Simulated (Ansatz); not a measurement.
```yaml
crystal:
  periodic: [false, false, false]
  atoms:
    - {symbol: N, position_ang: [-0.955318, 1.062031, 0.633415]}
    - {symbol: B, position_ang: [-0.317353, -0.203389, 0.683566]}
    - {symbol: N, position_ang: [-0.417932, -1.056718, 1.805991]}
    - {symbol: O, position_ang: [0.443816, -0.654643, -0.382829]}
    - {symbol: Si, position_ang: [1.035544, -0.013568, -1.759034]}
    - {symbol: H, position_ang: [-0.945077, 1.639995, -0.186515]}
    - {symbol: H, position_ang: [-1.533973, 1.417570, 1.371194]}
    - {symbol: H, position_ang: [0.056405, -1.940101, 1.828565]}
    - {symbol: H, position_ang: [-0.952415, -0.850059, 2.628039]}
    - {symbol: H, position_ang: [0.214352, 1.144778, -2.217917]}
    - {symbol: H, position_ang: [2.731217, 0.756466, -1.257438]}
    - {symbol: H, position_ang: [2.431217, 0.456466, -1.557438]}
basis:
  gaussian: {orbitals: cc-pVTZ, final_grid: {core_spheres: 8, valence_spheres: 7, degree: 23}}
hamiltonian: {xc: {name: wB97X}, pseudopotentials: {relativity: none}}
accuracy: high
output: {forces: true}
```

```sh
$ ansatz run in.yaml --threads 4 --pin off --events-out ev --progress --plain --max-ram 10444MiB
```

Output, abridged:

```
Functional definition: wB97X
4484 factors; integrals over basis functions are off by at most 2.0e-8 eV
527 factors; integrals over basis functions are off by at most 2.3e-9 eV
mean field evaluation 1: about -13685.3740 eV, gradient 7.4e1 eV
mean field evaluation 2: about -13686.2288 eV, gradient 7.2e1 eV
mean field evaluation 4: about -13694.8548 eV, gradient 3.3e0 eV
mean field evaluation 8: about -13694.9773 eV, gradient 2.5e-1 eV
mean field evaluation 16: about -13694.9781 eV, gradient 2.0e-3 eV
mean field -13694.97808395 eV, -503.2811617955 hartree, gradient 3.1e-8 eV, S^2 0.000000; 0 other end points of the search recorded, 0 dependent functions left out
reference -13694.97808030 eV, -503.2811616615 hartree; 24, 24 occupied and 228, 228 virtual orbitals, 4484 factors
Total energy: -13694.97808030 eV, -503.2811616615 hartree
Atom 0 at    -0.955318     1.062031     0.633415 Å, force    -0.053433     0.109682     0.040890 eV/Å
Atom 1 at    -0.317353    -0.203389     0.683566 Å, force    -0.302553     0.170629     0.395519 eV/Å
Atom 2 at    -0.417932    -1.056718     1.805991 Å, force     0.023995    -0.095098     0.116122 eV/Å
Atom 3 at     0.443816    -0.654643    -0.382829 Å, force     0.184890     0.553703     0.617880 eV/Å
Atom 4 at     1.035544    -0.013568    -1.759034 Å, force    -3.332221    -3.922945    -3.152736 eV/Å
Atom 5 at    -0.945077     1.639995    -0.186515 Å, force     0.020069    -0.013031    -0.023725 eV/Å
Atom 6 at    -1.533973     1.417570     1.371194 Å, force     0.032155    -0.027260    -0.030837 eV/Å
Atom 7 at     0.056405    -1.940101     1.828565 Å, force    -0.029505     0.029517    -0.006781 eV/Å
Atom 8 at    -0.952415    -0.850059     2.628039 Å, force     0.007479    -0.011175    -0.041181 eV/Å
Atom 9 at     0.214352     1.144778    -2.217917 Å, force     0.011179     1.182040     0.890436 eV/Å
Atom 10 at     2.731217     0.756466    -1.257438 Å, force    11.148582    12.183493    11.884017 eV/Å
Atom 11 at     2.431217     0.456466    -1.557438 Å, force    -7.710638   -10.159556   -10.689603 eV/Å
Dipole moment:    -0.025578     0.383059     0.534682 e Å
```

Q: What is wrong with this run?

A: One atom was put on top of another. Self-consistency was reached. The result belongs to that input, not to the molecule as meant.
